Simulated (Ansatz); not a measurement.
Stepwise reaction of `BO[SiH3]` with hydrogen fluoride, as a gas-phase model of exchange steps in deposition or etching. ΔE in kJ/mol; ΔG adds harmonic PBE0-D4 terms to CCSD(T)/CBS, at 1 bar.

Calculated with Ansatz (gas phase, PBE0-D4/def2-TZVP geometries, no zero-point term in ΔE). CCSD(T)/CBS is the MP2 limit (def2-TZVPP, def2-QZVPP) plus CCSD(T) − MP2 in def2-TZVPP, frozen cores. This one scheme is used for every species. DFT in def2-TZVPP. B3LYP here is the variant with VWN-RPA as its local correlation; programs differ in this. Each species was taken in one conformer, which may not be the lowest.

| step | reaction | PBE-D4 | B3LYP-D4 | ωB97M-V | CCSD(T)/CBS | ΔG(600 K) |
| --- | --- | --- | --- | --- | --- | --- |
| 2 | `FBO[SiH3]` + H–F → `FB(F)O[SiH3]` + H₂ | -116.6 | -122.1 | -122.1 | -115.2 | -116.9 |

(1) Give the row of step 1, `BO[SiH3]` + H–F → `FBO[SiH3]` + H₂. (Estimate.)

(2) By hand: ΔE of the 2 steps together at CCSD(T)/CBS.

## Answers

(1) Computed: 
| step | reaction | PBE-D4 | B3LYP-D4 | ωB97M-V | CCSD(T)/CBS | ΔG(600 K) |
| --- | --- | --- | --- | --- | --- | --- |
| 1 | `BO[SiH3]` + H–F → `FBO[SiH3]` + H₂ | -139.5 | -142.2 | -142.0 | -134.6 | -134.4 |

(2) (-134.6) + (-115.2) = -249.8 kJ/mol, or -124.9 kJ/mol a step.

In ΔE each step is higher than the one before. All are downhill at CCSD(T)/CBS. ΔG lies between -134.4 and -116.9 kJ/mol a step. PBE-D4 differs from CCSD(T)/CBS by -4.9 to -1.4 kJ/mol a step. Isolated molecules leave out the surface, adducts and barriers. Largest T1 diagnostic: 0.013.
